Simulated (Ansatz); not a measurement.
`OC1([SeH])CC1` + `OC=S` → `OC(=S)[SeH]` + `OC1CC1`  (formal exchange of groups at the Se–C bond)

Gas-phase electronic energies from Ansatz, PBE0-D4/def2-TZVP geometries. CBS: MP2 limit from def2 TZ/QZ plus the TZ coupled-cluster correction, frozen cores. This one scheme is used for every species. Functionals use def2-TZVPP. B3LYP here is the variant with VWN-RPA as its local correlation; programs differ in this. For Se outer-core shells are correlated without core-valence functions, which leaves a few kJ/mol of doubt a bond. Scalar relativity is left out up to krypton. One conformer a species, not always the lowest.

```tsv
level	ΔE (kcal/mol)
ωB97X-V	-6.5
ωB97M-V	-6.4
B2PLYP	-7.3
r2SCAN	-8.2
B3LYP	-7.7
CCSD/def2-TZVPP	-5.7
HF/def2-QZVPP	-6.5
CCSD/CBS(def2)	-5.8
```

(1) What does CCSD(T)/CBS give? (Estimate.)

Largest T1 diagnostic among the species: 0.018.

Answers

(1) The calculation gave: -5.9 kcal/mol. The listed levels differ from it by -0.6, -0.5, -1.4, -2.3, -1.8, 0.2, -0.6, 0.1 kcal/mol.
